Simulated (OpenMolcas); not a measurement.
Re4+ among 5 point charges of -1.5 e arranged as a trigonal bipyramid (D3h). The axial distance is 0.96 times the equatorial one, R.

* Program: OpenMolcas 26.06
* Method: CASSCF
* Basis: ANO-RCC-VDZP [7s6p4d2f1g]
* Scalar Hamiltonian: DKH2, point nucleus
* Active space: 3 electrons in 5 orbitals (5d)
* State averaging: 2S+1 = 4 even, 10 roots; 2S+1 = 2 even, 40 roots
* Spin-orbit coupling: state interaction with AMFI integrals over the reference wave functions

All point charges move together. At R = 2.13 Å the first state of the same spin is 2676 cm-1, and at R = 2.39 Å it is 1761 cm-1.

A third run gives 2253 cm-1. What distance was it run at?

With a power law R^-n the two known points give n = -ln(1761 / 2676) / ln(2.39 / 2.13) = 3.63. Then R = 2.13 × (2676 / 2253)^(1/3.63) = 2.233 Å. The run was at 2.24 Å, so the estimate is off by -0.007 Å.

Without dynamic correlation the repulsion within the d shell is too large (B by tens of per cent), so at a given field states of lower spin stand too high. Spin-orbit coupling mixes the spin-free states strongly: the lowest level takes only 52 % from its leading state, 4E (figures for R = 2.13; the like holds for R = 2.24, R = 2.39). An orbital doublet at a regular site is open to a Jahn-Teller distortion, which this geometry leaves out (holds for R = 2.13). This is an electrostatic model: the charges have no orbitals. No measured value stands beside these numbers.
